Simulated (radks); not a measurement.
Question: The lithium ion Li2+, 1s1. Calculated with a radial shooting solver on a logarithmic mesh with Libxc functionals: non-relativistic Kohn-Sham, r2SCAN, spin-polarised, spherical densities, point nucleus; meta-GGA in the generalised Kohn-Sham scheme. Every spin shell is full or empty, so the densities are truly spherical. Functionals are evaluated on that one density, not self-consistently. Rank these exchange functionals by their error against the exact value of the orbitals, and give that value: LDA, B88, PBE, RPBE, PW91, AM05, APBE, revTPSS, SCAN, r2SCAN, MS2, MVS.

Answer: Exact: -0.935491 hartree. From best to worst, with 100 (|E| - |E exact|)/|E exact| (equal figures are ties): revTPSS +0.03, r2SCAN +0.03, SCAN +0.03, MVS +0.04, MS2 +0.05, RPBE -0.34, APBE -0.49, B88 -0.81, PW91 -1.73, PBE -2.03, AM05 -10.99, LDA -14.20.
